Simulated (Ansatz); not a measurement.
`C1N[SiH2]S1` + `[OH][GeH]([F])[S][SiH3]` → `[SiH3][SiH]1NCS1` + `[OH][GeH]([F])[SH]`  (redistribution)

Computed with Ansatz on PBE0-D4/def2-TZVP structures; ΔE is electronic, products minus reactants. CBS: MP2 limit from def2 TZ/QZ plus the TZ coupled-cluster correction, frozen cores. Functionals use def2-TZVPP. B3LYP here is the variant with VWN-RPA as its local correlation; programs differ in this. For Ge outer-core shells are correlated without core-valence functions, which leaves a few kJ/mol of doubt a bond. Scalar relativity is left out up to krypton. One conformer a species, not always the lowest.

| level | ΔE (kJ/mol) | difference from CCSD(T)/CBS |
| --- | --- | --- |
| PBE-D4 | 47.4 | -16.9 |
| PBE0-D4 | 54.0 | -10.3 |
| B3LYP-D4 | 58.1 | -6.2 |
| ωB97X-V | 61.9 | -2.4 |
| ωB97M-V | 67.0 | 2.7 |
| B2PLYP | 62.1 | -2.2 |
| r2SCAN | 58.7 | -5.6 |
| B3LYP | 56.2 | -8.1 |
| HF/def2-TZVPP | 71.8 | 7.5 |
| SCS-MP2/def2-TZVPP | 69.7 | 5.4 |
| CCSD/def2-TZVPP | 61.9 | -2.4 |
| HF/def2-QZVPP | 71.8 | 7.5 |
| MP2/def2-QZVPP | 72.7 | 8.4 |
| SCS-MP2/def2-QZVPP | 71.4 | 7.1 |
| HF/CBS(def2) | 71.8 | 7.5 |
| CCSD/CBS(def2) | 65.2 | 0.9 |
| CCSD(T)/CBS | 64.3 | 0 |

Largest T1 diagnostic among the species: 0.012.

From PBE to PBE0 (25 % exact exchange), in def2-TZVPP and without D4, ΔE moves by +7.0 kJ/mol.
